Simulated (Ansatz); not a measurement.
Frontier orbitals of C₂H₈NSc, SMILES `[CH3][Sc]([CH3])[NH2]`.

Cartesian coordinates in Å:
```
C -0.620 -0.050 -1.986
Sc -0.150 0.140 0.152
C 1.626 -0.879 0.947
N -1.313 1.203 1.347
H -0.258 -1.001 -2.400
H -0.139 0.744 -2.576
H -1.693 0.010 -2.207
H 2.342 -0.178 1.398
H 1.375 -1.603 1.735
H 2.169 -1.432 0.169
H -2.155 1.700 1.080
H -1.183 1.347 2.341
```

Total charge 0; spin multiplicity 1. Correlated methods include outer-core shells of Sc, which these sets cover unevenly. Scalar relativity is left out up to krypton. The geometry is a stationary point of PBE0-D4/def2-TZVP. It is one conformer, not always the lowest. Basis def2-TZVPP, the Gaussian-basis code of Ansatz.

| functional | HOMO (eV) | LUMO (eV) | gap (eV) |
| --- | --- | --- | --- |
| LDA (SPW92) | -5.37 | -2.67 | 2.70 |
| PBE | -5.24 | -2.45 | 2.79 |
| revPBE | -5.19 | -2.30 | 2.89 |
| r2SCAN | -5.48 | -2.09 | 3.39 |
| PBE0 | -6.55 | -1.50 | 5.05 |
| HSE06 (plane-wave form) | -6.15 | -1.87 | 4.28 |
| ωB97M-V | -8.89 | -0.03 | 8.86 |
| HF | -9.67 | 1.01 | 10.68 |

A quarter of exact exchange (PBE0) shifts PBE's HOMO by −1.31 eV and its LUMO by +0.94 eV; full exchange at long range (ωB97M-V) shifts them by −3.64 and +2.42 eV. The gap opens from 2.80 to 8.86 eV, since occupied levels lose self-interaction and empty ones feel all the electrons.
